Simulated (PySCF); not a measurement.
CH₅ClFNSi, SMILES C[Si@](F)(N)Cl.

Geometry: PBE-D3(BJ)/def2-SVP. The structure was generated by enumeration; whether it is a known compound was not checked. The values are those of a single conformer.

Level of theory: PBE-D3(BJ)/def2-SVP (PySCF).

Frequencies are harmonic and unscaled.

```csv
mode,ν (cm⁻¹),IR (km/mol),moving atoms (share of kinetic energy)
1,131,0.5,H 97 %
2,147,11.4,"H 54 %, F 17 %, N 12 %, C 8 %"
3,165,1.9,"C 29 %, H 25 %, Cl 21 %, F 12 %, N 9 %"
4,244,4.4,"H 37 %, F 17 %, C 16 %, Si 15 %, N 14 %"
5,264,7.5,"F 40 %, Cl 24 %, H 17 %, Si 11 %"
6,269,16.8,"H 50 %, N 20 %, Cl 12 %, F 9 %, Si 9 %"
7,304,36.8,"H 29 %, F 22 %, Si 19 %, N 17 %, C 10 %"
8,383,157.7,"H 59 %, N 33 %"
9,510,56.0,"Cl 41 %, Si 30 %, H 9 %, C 8 %"
10,685,28.9,"H 34 %, C 34 %, Si 18 %"
11,721,3.2,"H 69 %, C 15 %, N 11 %"
12,765,9.1,"H 64 %, C 21 %, F 9 %"
13,845,168.2,"H 55 %, Si 21 %, N 10 %"
14,852,133.2,"Si 40 %, F 19 %, H 19 %, N 16 %"
15,920,166.4,"Si 48 %, N 23 %, F 15 %, H 12 %"
16,1229,35.7,"H 76 %, C 23 %"
17,1377,5.2,H 96 %
18,1380,2.7,H 96 %
19,1483,55.6,"H 89 %, N 11 %"
20,2985,0.6,H 97 %
21,3082,1.6,"H 91 %, C 9 %"
22,3099,0.5,"H 91 %, C 9 %"
23,3495,30.1,H 96 %
24,3594,32.9,"H 91 %, N 9 %"
```
